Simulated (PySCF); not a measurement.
# Energy of Be⁺ (beryllium, charge +1) between two integer charges

The 2s alpha orbital of [He] 2s1 is emptied in steps (occupation f), with all orbitals relaxed, ending at 1s2. Calculation: PySCF 2.14, in x2c-TZVPall (5s3p1d, 19 functions); scalar relativity by spin-free X2C-1e. The exact energy is a straight line in f; departures are measured from the line between the end points of the same method.

```json
{"f": "1", "UHF (eV)": "0.000", "LDA (eV)": "0.000", "PBE (eV)": "0.000", "PBE0 (eV)": "0.000", "LC-wPBE (eV)": "0.000", "BHandHLYP (eV)": "0.000", "B3LYP (eV)": "0.000", "CAM-B3LYP (eV)": "0.000"}
{"f": "0.8", "UHF (eV)": "0.000", "LDA (eV)": "-0.621", "PBE (eV)": "-0.635", "PBE0 (eV)": "-0.468", "LC-wPBE (eV)": "-0.055", "BHandHLYP (eV)": "-0.347", "B3LYP (eV)": "-0.534", "CAM-B3LYP (eV)": "-0.298"}
{"f": "0.6", "UHF (eV)": "0.001", "LDA (eV)": "-0.907", "PBE (eV)": "-0.936", "PBE0 (eV)": "-0.687", "LC-wPBE (eV)": "-0.073", "BHandHLYP (eV)": "-0.518", "B3LYP (eV)": "-0.791", "CAM-B3LYP (eV)": "-0.440"}
{"f": "0.4", "UHF (eV)": "0.001", "LDA (eV)": "-0.868", "PBE (eV)": "-0.912", "PBE0 (eV)": "-0.666", "LC-wPBE (eV)": "-0.065", "BHandHLYP (eV)": "-0.515", "B3LYP (eV)": "-0.776", "CAM-B3LYP (eV)": "-0.433"}
{"f": "0.2", "UHF (eV)": "0.000", "LDA (eV)": "-0.531", "PBE (eV)": "-0.583", "PBE0 (eV)": "-0.424", "LC-wPBE (eV)": "-0.039", "BHandHLYP (eV)": "-0.344", "B3LYP (eV)": "-0.503", "CAM-B3LYP (eV)": "-0.284"}
{"f": "0", "UHF (eV)": "0.000", "LDA (eV)": "0.000", "PBE (eV)": "0.000", "PBE0 (eV)": "0.000", "LC-wPBE (eV)": "0.000", "BHandHLYP (eV)": "0.000", "B3LYP (eV)": "0.000", "CAM-B3LYP (eV)": "0.000"}
```

```json
{"method": "UHF", "E(f=0) − E(f=1) (eV)": "18.125", "−ε at f=1 (eV)": "18.128", "−ε at f=0.4 (eV)": "18.125"}
{"method": "LDA", "E(f=0) − E(f=1) (eV)": "18.242", "−ε at f=1 (eV)": "14.293", "−ε at f=0.4 (eV)": "19.218"}
{"method": "PBE", "E(f=0) − E(f=1) (eV)": "18.481", "−ε at f=1 (eV)": "14.460", "−ε at f=0.4 (eV)": "19.385"}
{"method": "PBE0", "E(f=0) − E(f=1) (eV)": "18.446", "−ε at f=1 (eV)": "15.472", "−ε at f=0.4 (eV)": "19.123"}
{"method": "LC-wPBE", "E(f=0) − E(f=1) (eV)": "18.523", "−ε at f=1 (eV)": "18.147", "−ε at f=0.4 (eV)": "18.618"}
{"method": "BHandHLYP", "E(f=0) − E(f=1) (eV)": "18.493", "−ε at f=1 (eV)": "16.310", "−ε at f=0.4 (eV)": "18.933"}
{"method": "B3LYP", "E(f=0) − E(f=1) (eV)": "18.610", "−ε at f=1 (eV)": "15.242", "−ε at f=0.4 (eV)": "19.346"}
{"method": "CAM-B3LYP", "E(f=0) − E(f=1) (eV)": "18.600", "−ε at f=1 (eV)": "16.720", "−ε at f=0.4 (eV)": "18.999"}
```

Orbital energy along the path (eV):

```json
{"f": "1", "UHF": "-18.128", "LDA": "-14.293", "PBE": "-14.460", "PBE0": "-15.472", "LC-wPBE": "-18.147", "BHandHLYP": "-16.310", "B3LYP": "-15.242", "CAM-B3LYP": "-16.720"}
{"f": "0.8", "UHF": "-18.127", "LDA": "-15.978", "PBE": "-16.145", "PBE0": "-16.734", "LC-wPBE": "-18.346", "BHandHLYP": "-17.199", "B3LYP": "-16.636", "CAM-B3LYP": "-17.502"}
{"f": "0.6", "UHF": "-18.126", "LDA": "-17.639", "PBE": "-17.801", "PBE0": "-17.962", "LC-wPBE": "-18.506", "BHandHLYP": "-18.077", "B3LYP": "-18.013", "CAM-B3LYP": "-18.267"}
{"f": "0.4", "UHF": "-18.125", "LDA": "-19.218", "PBE": "-19.385", "PBE0": "-19.123", "LC-wPBE": "-18.618", "BHandHLYP": "-18.933", "B3LYP": "-19.346", "CAM-B3LYP": "-18.999"}
{"f": "0.2", "UHF": "-18.124", "LDA": "-20.575", "PBE": "-20.835", "PBE0": "-20.171", "LC-wPBE": "-18.680", "BHandHLYP": "-19.759", "B3LYP": "-20.581", "CAM-B3LYP": "-19.677"}
{"f": "0", "UHF": "-18.123", "LDA": "-20.303", "PBE": "-20.834", "PBE0": "-20.078", "LC-wPBE": "-18.699", "BHandHLYP": "-20.800", "B3LYP": "-21.515", "CAM-B3LYP": "-20.485"}
```

As f goes to zero the orbital energy of a semilocal functional can turn back, because the density of that orbital vanishes from the exchange-correlation potential.

Reference removal energy between the ground levels: 18.211 eV (measured; NIST Atomic Spectra Database, ionization energies). UHF lacks correlation.
